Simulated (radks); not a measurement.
The numbers below are computed, except where a source is named.
Cd XLIII, configuration [He] 2s2 2p2 (the NIST ground configuration). Code: a radial shooting solver on a logarithmic mesh with Libxc functionals. Model: scalar-relativistic Kohn-Sham, exchange-only LDA, spin-polarised, spherical densities, point nucleus; open shells are filled with parallel spins first (spin-orbit coupling, left out, can overturn this in heavy ions).

Unscreened Slater integrals over Kohn-Sham orbitals (hartree). They are taken over the spin-up orbitals. Empty in this configuration: 3s.

\begin{tabular}{lr}
integral & value \\ \hline
F0(2p,2p) & 8.4210 \\
F2(2p,2p) & 4.0301 \\
F0(2p,2s) & 7.6701 \\
G1(2p,2s) & 4.2998 \\
F0(2p,1s) & 11.374 \\
G1(2p,1s) & 2.2437 \\
F0(2p,3s) & 4.0111 \\
G1(2p,3s) & 0.43089 \\
F0(2s,2s) & 7.2040 \\
F0(2s,1s) & 10.120 \\
G0(2s,1s) & 1.0332 \\
F0(2s,3s) & 3.9125 \\
G0(2s,3s) & 0.34354 \\
F0(1s,1s) & 31.078 \\
F0(1s,3s) & 4.6204 \\
G0(1s,3s) & 0.25576 \\
F0(3s,3s) & 3.0696 \\
\end{tabular}

Derived for the open shells (J is the average intra-shell exchange parameter used in DFT+U). 2p: J = F2/5 = 0.8060 hartree.
